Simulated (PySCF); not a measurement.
# Radial density of Cr⁺ (chromium, charge +1)

PBE, [Ar] 3d5, high-spin 6S determinant. Computed with PySCF 2.14 in cc-pVTZ-DK (7s6p4d2f1g, 68 functions), with the spin-free X2C one-electron Hamiltonian (Gaussian nucleus).

```
r (bohr)  4πr²ρ (e/bohr)  4πr²(ρα − ρβ)
0.000867          0.1251         0.0000
 0.00146          0.3199         0.0000
 0.00245          0.8049         0.0000
 0.00413           1.970        -0.0001
 0.00694           4.606        -0.0002
  0.0117           9.921        -0.0004
  0.0196           18.52        -0.0009
  0.0330           27.11        -0.0013
  0.0556           27.50        -0.0007
  0.0935           21.86         0.0060
   0.157           28.23         0.0683
   0.264           27.49         0.4831
   0.445           11.00         1.8445
   0.748           13.43         3.3775
    1.26           7.288         2.6919
    2.12           1.335         1.0187
    3.56          0.1637         0.1612
    5.99        0.005285         0.0053
```

Densities and radii are taken from the X2C orbitals without a picture-change correction, which distorts them close to the nucleus.
